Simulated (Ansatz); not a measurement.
CoCl: shapes and states compared

Calculated in Ansatz's Gaussian-basis code. Basis cc-pwCVTZ-DK on Co, cc-pVTZ-DK on Cl, scalar X2C without spin–orbit coupling, 10 orbitals frozen in the corrections; active space CAS(14,9). Restricted Hartree–Fock, then the lowest state-specific CASSCF solution met for each case. Single-reference values can break down or jump between states where bonds are stretched. Solutions in different active orbitals can move differences by tenths of an eV and at times more than 1 eV.

Case A, singlet: bond length 2.0660 Å.

Case B, triplet: bond length 2.3759 Å.

Case C, triplet: the shape of A.

Energy less that of case A, in eV:

```
case  RHF/ROHF  CASSCF
   B    -2.765  -2.128
   C    -2.771  -2.110
```

Give the SC-NEVPT2 energies against case A.

B: -1.162 eV (-26.8 kcal/mol); C: -1.459 eV (-33.6 kcal/mol).
